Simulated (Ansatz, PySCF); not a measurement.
System: SiI, net charge 0, doublet state. 
Structure (B3LYP-D3(BJ)/def2-TZVP (Ansatz, a quantum-chemistry and plane-wave program) minimum search):
SMILES: [Si]I
```xyz
2

Si     0.0000     0.0000    -1.9529
I      0.0000     0.0000     0.5159
```
Charge 0, spin multiplicity 2.

Total electronic energies in hartree. Cores are frozen in the correlated levels unless marked. Open shells are spin-unrestricted. Spin-orbit coupling is left out. The frozen core is the preceding noble-gas configuration, with the filled d and f shells of earlier blocks. In def2 rows, elements after Kr have scalar-relativistic effective core potentials. STO-3G rows are all-electron and non-relativistic. CBS(X,Y): correlation extrapolated as X^-3; Hartree-Fock from the larger set.

```
level                                        program  energy (Eh)
------------------------------------  --------------  -----------
HF/STO-3G                                     Ansatz  -7136.26415
HF/def2-QZVPPD                                Ansatz   -585.59210
HF-D4/def2-TZVPD                       PySCF + dftd4   -585.58910
SVWN5/def2-TZVPD                              Ansatz            …
B3LYP/def2-TZVPD                              Ansatz   -587.28887
PBE0-D4/def2-TZVPD                    Ansatz + dftd4            …
MN15-D3(BJ)/def2-TZVPD                 PySCF + dftd3            …
MP2/STO-3G                                    Ansatz  -7136.28491
CCSD(T)/CBS(def2-TZVPPD,def2-QZVPPD)          Ansatz    -585.8873
```

### Question
Some entries are withheld; supply them.

### Answer

- SVWN5/def2-TZVPD, energy (Eh): -585.61486
- PBE0-D4/def2-TZVPD, energy (Eh): -587.06706
- MN15-D3(BJ)/def2-TZVPD, energy (Eh): -586.33731
